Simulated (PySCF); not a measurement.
C8H12, charge -1, doublet, geometry from GFN2-xTB (a state made from the parent by changing its charge; the spin is typed, not shown lowest) (in this run its highest filled SCF level lies above zero, so its values depend strongly on the basis, on diffuse functions most of all). Base run: PBE/3-21G (PySCF).

PySCF was given this input:
```python
from pyscf import gto, scf, dft

mol = gto.Mole()
mol.atom = '''
    C    -0.690874   -1.745536   -0.185858
    C     0.688625   -1.747025   -0.180123
    C     1.523753   -0.587811   -0.548798
    C     1.520403    0.584525    0.561453
    C     0.690874    1.745536    0.185858
    C    -0.688625    1.747025    0.180123
    C    -1.523753    0.587811    0.548798
    C    -1.520403   -0.584525   -0.561453
    H    -1.204914   -2.575136    0.295300
    H     1.196855   -2.577729    0.305285
    H     1.177291   -0.128048   -1.478045
    H     2.563467   -0.904128   -0.698020
    H     2.559521    0.898598    0.719317
    H     1.165235    0.125519    1.487783
    H     1.204914    2.575136   -0.295300
    H    -1.196855    2.577729   -0.305285
    H    -1.177291    0.128048    1.478045
    H    -2.563467    0.904128    0.698020
    H    -1.165235   -0.125519   -1.487783
    H    -2.559521   -0.898598   -0.719317
'''
mol.basis = '3-21g'
mol.charge = -1
mol.spin = 1
mol.verbose = 4
mol.build()

mf = dft.UKS(mol)
mf.xc = 'pbe'
mf.kernel()
mf.analyze()
```

Variants of this job, named by their change:

```csv
change,ΔE vs base (mEh),fitting functions
base,0.000,-
auxbasis = cc-pvtz-ri,-0.328,1008
auxbasis = autoaux,-11.118,668
auxbasis = def2-universal-jkfit,-0.445,816
auxbasis = even-tempered beta=3.0,-19.280,344
auxbasis = def2-universal-jfit,-0.812,524
auxbasis = even-tempered beta=1.6,-10.097,760
auxbasis = def2-tzvp-ri,-0.626,788
auxbasis = def2-svp-ri,-12.762,552
auxbasis = default (with mf = mf.density_fit()),-0.445,816
```

A fitting set is made for a task (jfit for Coulomb, jkfit for Coulomb and exchange, ri for correlation) and for a family of orbital bases.

Open shells are given as the SCF converged; they aren't shown to be the lowest states, and a large step between rows can be another state.
